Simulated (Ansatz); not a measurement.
Basis-set extrapolation for C₂H₆Si₂ (`[SiH3]C1=C[SiH2]1`) (PBE0-D4/def2-TZVP geometry, frozen core, the Gaussian-basis code of Ansatz). Multiplicity 1, RHF reference.

|  | def2-TZVPP | def2-QZVPP |
| --- | --- | --- |
| HF | -657.072337 | -657.093823 |
| MP2 correlation | -0.557645 | -0.595325 |
| CCSD(T) correlation | -0.632670 | not run |

Energies in hartree. Use E(X) = E(∞) + A·exp(−7.88·√X) for Hartree–Fock and E(X) = E(∞) + B·X^(−2.97) for correlation, with X = 3 and 4, and add CCSD(T) minus MP2 of the smaller set to the MP2 limit.

**Question.** What is the CCSD(T) energy at the basis-set limit?

**Answer.** HF limit: -657.093823 + (-0.021486) × 0.13774 = -657.09678. MP2 limit: -0.595325 + (-0.037680) × 0.74074 = -0.62324. Higher-order term: -0.632670 − (-0.557645) = -0.07503. Total: -657.79505 hartree, 236.4 kJ/mol below CCSD(T)/def2-TZVPP.
